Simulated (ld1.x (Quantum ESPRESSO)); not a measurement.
**Ca (Z = 20), TM: configuration errors across variants**

```
Element                 : calcium
Generator               : ld1.x (Quantum ESPRESSO) 7.5
Type                    : norm-conserving Troullier–Martins (Kleinman–Bylander form)
Functional              : Wu–Cohen
Relativity              : scalar-relativistic
Frozen core             : [Ar]
Valence charge          : 2
Reference configuration : 3d0 4s2 4p0
Partial waves           : 4p (bound, empty): rc 4.20 bohr; 3d (bound, empty): rc 2.60 bohr; 4s (bound): rc 3.45 bohr
Local potential         : the s channel
Core correction         : none
```

All-electron excitation energies from the reference (eV): (1) 3d0 4s1 4p0 6.295; (2) 3d0 4s1.5 4p0 2.503; (3) 3d0 4s1 4p1 2.425; (4) 3d0 4s0 4p1 9.290; (5) 3d1 4s1 4p0 2.274; (6) 3d0.5 4s1.5 4p0 1.047; (7) 3d0 4s0 4p2 4.921.

Errors AE − PS in meV (a dash: test not solved or not reliable):

```tsv
change	(1)	(2)	(3)	(4)	(5)	(6)	(7)	bound ghosts
base	-14	-2.0	-0.1	+24	+643	+288	+8.1	none
all radii scaled by about 0.77 (s 2.64, p 3.22, d 2.00 bohr)	-13	-2.0	-0.2	+25	+504	+226	+8.4	none
all radii scaled by about 0.86 (s 2.98, p 3.62, d 2.24 bohr)	-14	-2.1	+0.2	+24	+796	+382	+7.6	none
all radii scaled by about 1.09 (s 3.76, p 4.58, d 2.84 bohr)	-14	-1.9	-1.3	+20	+485	+197	+5.9	none
all radii scaled by about 1.18 (s 4.06, p 4.94, d 3.06 bohr)	-15	-1.9	-2.5	+13	+447	+175	+0.7	none
all radii scaled by about 1.27 (s 4.38, p 5.34, d 3.30 bohr)	-16	-1.9	-4.3	+0.1	+431	+163	-8.0	none
```

Give the same row for: all radii scaled by about 1.39 (s 4.80, p 5.86, d 3.62 bohr).

-20, -2.0, -9.8, -31, –, +145, -29; bound ghosts: none. Not counted: 3d1 4s1 4p0 (solver errors, printed error -9.1 eV).
